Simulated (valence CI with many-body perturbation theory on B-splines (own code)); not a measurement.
Values are calculated unless marked as measured or tabulated.
## Sensitivity of CI+MBPT for Cr¹⁸⁺

Method: valence CI with perturbative core correlation (CI+MBPT): four valence electrons over a frozen Dirac-Fock core [He], radial functions for each j: 6 s, 6 p, 5 d, 3 f, 1 g, with the one-electron correlation potential Σ1, the two-electron term Σ2, the three-electron term Σ3, Breit, model QED; selected CI, second order for the rest, scaled by the run's own slope (own B-spline code, finite nucleus).

No measured levels were compared; by estimate levels of excited configurations hold to 0.05 to 0.15 % of their energy, terms of the ground configuration to about 0.5 %.

The reference run has the lowest level 2s²2p² ³P_0 and an ionisation energy of 1396.01 eV. Its largest variational space holds 11513 state functions.

Changed runs:
A. scale of Σ1 1 → 0
B. averaging of valence orbitals over low configurations on → off
C. logarithmic knot step 0.27 → 0.33
D. Davidson iteration limit 60 → 2 (bad on purpose)

Excitation energies of the reference run in cm⁻¹, and shifts in cm⁻¹:

| Level | Reference | A | B | C | D |
| --- | --- | --- | --- | --- | --- |
| 2s²2p² ³P_1 | 47784 | -87 | -1.4 | +0.1 | +0.1 |
| 2s²2p² ³P_2 | 82503 | -117 | -0.5 | +0.5 | +0.1 |
| 2s²2p² ¹D_2 | 184962 | -181 | +16 | +1.5 | +0.4 |
| 2s²2p² ¹S_0 | 299522 | -146 | +36 | +2.6 | 0 |
| 2s2p³ ⁵S°_2 | 402765 | +1192 | +24 | +44 | 0 |
| 2s2p³ ³D°_2 | 671772 | +1181 | +51 | +47 | +1.0 |
| 2s2p³ ³D°_1 | 672852 | +1185 | +51 | +47 | 0 |
| 2s2p³ ³D°_3 | 686979 | +1143 | +48 | +47 | +0.2 |
| 2s2p³ ³P°_0 | 789281 | +1124 | +59 | +47 | 0 |
| 2s2p³ ³P°_1 | 794197 | +1113 | +57 | +47 | 0 |
| 2s2p³ ³P°_2 | 804839 | +1089 | +56 | +47 | +2.8 |
| 2s2p³ ³S°_1 | 960253 | +1189 | +13 | +47 | +0.1 |
| Ionisation energy (eV) | 1396.01 | -0.29 | -0.0021 | -0.0009 | 0 |

Run D: The Davidson iterations stopped at their limit.
